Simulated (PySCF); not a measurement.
B(All)(F)(H) (C3H6BF), SMILES C=CCBF. Atoms are numbered in the order given.

```xyz
11

B     -0.3586     0.9001     0.9159
C      0.4474    -0.3230     0.3443
C     -0.3586    -1.2194    -0.5529
C     -0.0827    -1.4835    -1.8422
H      0.7383    -0.8861     1.2693
H      1.3968     0.0032    -0.1299
H     -1.2647    -1.6647    -0.1021
H      0.8059    -1.0607    -2.3405
H     -0.7343    -2.1339    -2.4459
F      0.2618     2.0611     1.1400
H     -1.5420     0.8478     1.2149
```

Geometry optimised at PBE-D3(BJ)/def2-SVP. This is a generated structure with no PubChem entry under its InChIKey; it may be hypothetical. Other conformers were not sampled.

Two levels are set side by side: PBE/pcSseg-1 (PySCF) and HF/pcSseg-1 (PySCF). GIAO shifts against BF3 (¹¹B), CFCl3 (¹⁹F), TMS (¹H), TMS (¹³C) at the same level; non-relativistic, no solvent, atoms listed together averaged. Differences are taken from unrounded values.

```tsv
quantity	HF
δ(¹¹B) of B1 (ppm)	40.2
δ(¹³C) of C2 (ppm)	31.4
δ(¹³C) of C3 (ppm)	145.8
δ(¹³C) of C4 (ppm)	127.3
δ(¹H) of H7 (ppm)	6.71
δ(¹⁹F) of F10 (ppm)	-12.1
δ(¹H) of H11 (ppm)	5.42
```

**Question.** What does PBE give, and how far is it from HF? (An estimate is asked for; the answer gives what the named calculation found.)

**Answer.** 
| quantity | PBE | PBE minus HF |
|---|---|---|
| δ(¹¹B) of B1 (ppm) | 44.3 | 4.1 |
| δ(¹³C) of C2 (ppm) | 41.8 | 10.4 |
| δ(¹³C) of C3 (ppm) | 142.7 | -3.1 |
| δ(¹³C) of C4 (ppm) | 125.2 | -2.1 |
| δ(¹H) of H7 (ppm) | 6.69 | -0.02 |
| δ(¹⁹F) of F10 (ppm) | -16.4 | -4.3 |
| δ(¹H) of H11 (ppm) | 6.05 | 0.64 |

Rough cost on one machine, each run with all the roots and properties that it gave: HF against PBE within a factor of 2.
